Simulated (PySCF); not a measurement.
Electric field gradients and quadrupole coupling constants

Compound: C5H11NP2.
Cartesian coordinates in Å at the PBE0-D3(BJ)/def2-SVP level; atoms count from 1:
```xyz
19
C5H11NP2 angstrom
C     -0.0313   -2.1546    0.3168
P     -0.1778   -0.6424   -0.7371
C     -1.8279   -0.0254   -0.1454
P     -2.2596    1.6042   -0.9524
C      0.9095    0.5227    0.2238
C      2.3928    0.2980   -0.0756
C      3.2590    1.2018    0.6722
N      3.9316    1.9215    1.2794
H     -0.7567   -2.9069   -0.0281
H      0.9718   -2.5939    0.2039
H     -0.2138   -1.9451    1.3835
H     -1.8124    0.1281    0.9479
H     -2.5771   -0.8007   -0.3677
H     -3.6157    1.6702   -0.5078
H     -2.6062    1.0800   -2.2344
H      0.7156    0.4271    1.3059
H      0.6235    1.5465   -0.0676
H      2.5916    0.4323   -1.1516
H      2.6956   -0.7337    0.1698
```

Field gradients from the PBE0/pcSseg-1 density (PySCF, non-relativistic), principal values in atomic units, ordered |Vxx| ≤ |Vyy| ≤ |Vzz|:

| atom | Vxx | Vyy | Vzz |
| --- | --- | --- | --- |
| N8 | 0.4520 | 0.4823 | -0.9343 |

Task: Find the asymmetry η = (Vxx − Vyy)/Vzz and the couplings χ = eQV/h (234.96 MHz × Q in barn × V in au), with Q(14N) = 0.02044 b.

Result: 
```csv
atom,environment,nucleus,η,χzz (MHz),χxx (MHz),χyy (MHz)
N8,nitrile nitrogen,14N,0.03,-4.487,2.171,2.316
```

The gradient is axial or nearly so (η below 0.05) at N8. The tensor is traceless: Vxx + Vyy + Vzz = 0.

Task: What is Vzz at N8 in SI units (1 au = 9.71736 × 10²¹ V/m²)?

Result: -0.9343 au = -9.079 × 10²¹ V/m².

Were the hydrogens deuterons (Q(2H) = 0.00286 b), χzz would run from 113 kHz (H15 and H14) to 198 kHz (H10, H9 and H13).

The structure is a single PBE0-D3(BJ)/def2-SVP conformer in the gas phase; no vibrational or solvent corrections. With a basis this small, the couplings can be 20 % off.
